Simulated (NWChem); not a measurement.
C4H4OS; SMILES C=C1CC(=O)S1

```xyz
10

C      0.2968    -2.3803     0.0000
C      0.2150    -1.0533     0.0000
C      1.2587     0.0388     0.0000
C      0.2348     1.1599     0.0000
O      0.3067     2.3429     0.0000
S     -1.1956     0.0300     0.0000
H      1.2740    -2.8696     0.0000
H     -0.5921    -3.0142     0.0000
H      1.9041     0.0646    -0.8941
H      1.9041     0.0646     0.8941
```
Atoms are numbered in this order, from 1.

Results from NWChem. Pople sets run with spherical d functions. All runs use the structure optimised with PBE0/def2-SVP. Level: M05-2X/6-31G* with SMD (1 M gas to 1 M solution), gas-phase geometry.

**Question.** What does the run give for solvent diethyl ether? Quantities: solvation free energy (kcal/mol); cavity-dispersion-structure term (kcal/mol); dipole in solution (D).

**Answer.** 
```json
{
  "solvation free energy (kcal/mol)": "-6.6",
  "cavity-dispersion-structure term (kcal/mol)": "-2.7",
  "dipole in solution (D)": "3.64"
}
```
